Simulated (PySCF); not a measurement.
**CoCl3: from structure and modes to constants**

All numbers come from UB3LYP/[Co def2-SVP, Cl def2-SVP], no relativity, density fitting, PySCF.

The quintet minimum has D3h symmetry. Masses (u): Co 58.93320, Cl 34.96885.

```xyz
4
charge 0 multiplicity 5, angstrom
Co    0.0000    0.0000    0.0000
Cl   -0.0004    0.0000    2.1209
Cl    1.8370    0.0000   -1.0601
Cl   -1.8366    0.0000   -1.0608
```

Harmonic wavenumbers (cm⁻¹): 105.6 (a2'', ×1), 108.9 (e', ×2), 353.1 (a1', ×1), 456.0 (e', ×2).

Question: What is the harmonic zero-point energy?

Answer: Half the sum of all 6 wavenumbers, 1588/2 = 794 cm⁻¹, which is 9.5 kJ/mol (1 cm⁻¹ = 0.0119627 kJ/mol).

Question: Find the vibrational entropy and heat capacity at 298.15 K.

Answer: With u = 1.43878 ω/T, each mode gives S = R[u/(eᵘ−1) − ln(1−e⁻ᵘ)] and C = R u² eᵘ/(eᵘ−1)².
```json
{"ω (cm⁻¹)": "105.6", "u": "0.510", "S (J/(mol K))": "14.01", "C (J/(mol K))": "8.14"}
{"ω (cm⁻¹)": "108.9 (×2)", "u": "0.526", "S (J/(mol K))": "13.76", "C (J/(mol K))": "8.13"}
{"ω (cm⁻¹)": "353.1", "u": "1.704", "S (J/(mol K))": "4.82", "C (J/(mol K))": "6.56"}
{"ω (cm⁻¹)": "456.0 (×2)", "u": "2.200", "S (J/(mol K))": "3.25", "C (J/(mol K))": "5.64"}
```
The sums over all modes are S = 52.9 and C = 42.2 J/(mol K); the softest mode gives 27 % of the entropy (each member, where degenerate).

Only a few start shapes were tried, so a lower isomer may exist. Open d and f shells are described by one determinant, and the ground state may have another occupation or spin.
